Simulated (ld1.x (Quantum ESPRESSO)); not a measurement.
**What one change does to a pseudopotential (B (Z = 5), TM)**

- Element: B (Z = 5)
- Generator: ld1.x (Quantum ESPRESSO) 7.5
- Type: norm-conserving Troullier–Martins (Kleinman–Bylander form)
- Functional: LDA (PZ)
- Relativity: non-relativistic
- Frozen core: [He]
- Valence charge: 3
- Reference configuration: 2s2 2p1
- Partial waves: 2s (bound): rc 1.10 bohr; 2p (bound): rc 2.30 bohr; 3d channel at 0.5 Ry: rc 1.85 bohr
- Local potential: all-electron potential smoothed inside 2.30 bohr (lloc = -1)
- Core correction: none

All-electron outer shells of the reference configuration (LDA (PZ), non-relativistic, ld1.x):

| shell | level (eV) | outermost node (bohr) | outermost maximum (bohr) |
| --- | --- | --- | --- |
| 2s | -9.39 | 0.46 | 1.52 |
| 2p | -3.72 | – | 1.55 |

Change: local potential all-electron potential smoothed inside 1.40 bohr (lloc = -1).

Cutoffs: the cutoffs (Ry, on a coarse ladder) from which the occupation-weighted sum of valence levels, in a spherical-Bessel basis at the reference potential, stays within 10 and 1 mRy of its value at 400 Ry; they do not see the model core or the augmentation charge, which bear on the density cutoff. Errors are all-electron minus pseudo energies relative to the spin-unpolarised reference configuration.

How do hardness, ghosts and transferability respond?

The potential gets neither clearly harder nor softer (21 Ry and 70 Ry → 21 Ry and 70 Ry); of the 9 tests that both files solve, the error grows in 2 and shrinks in 1 by more than 15 % and 0.3 meV (median size 10.6 → 7.9 meV); neither file shows a bound ghost.

```tsv
quantity	base	changed
cutoff, loose	21 Ry	21 Ry
cutoff, tight	70 Ry	70 Ry
bound ghosts	none	none
error for 2s2 2p0, meV [ΔE 8.33 eV]	+33	+38
error for 2s1 2p0, meV [ΔE 33.63 eV]	+156	+174
error for 2s2 2p0.5, meV [ΔE 2.94 eV]	+4.0	+5.0
error for 2s0 2p3, meV [ΔE 11.39 eV]	+7.7	+7.9
error for 2s1 2p1, meV [ΔE 14.28 eV]	-11	-5.7
error for 2s1 2p2, meV [ΔE 5.68 eV]	+1.4	+1.5
error for 2s2 2p1.3, meV [ΔE -0.77 eV]	+0.2	+0.4
error for 2s2 2p1 (spin-polarised), meV [ΔE -0.24 eV]	+22	+22
error for 2s1 2p0 (spin-polarised), meV [ΔE 32.90 eV]	+242	+264
s: phases at 2.51 bohr within 0.05 rad from the reference energy up to (Ry; the scan ends near 5)	2.0	2.1
p: phases at 2.51 bohr within 0.05 rad from the reference energy up to (Ry; the scan ends near 5)	1.7	1.8
d: phases at 2.51 bohr within 0.05 rad from the reference energy up to (Ry; the scan ends near 5)	to the end of the scan	to the end of the scan
```
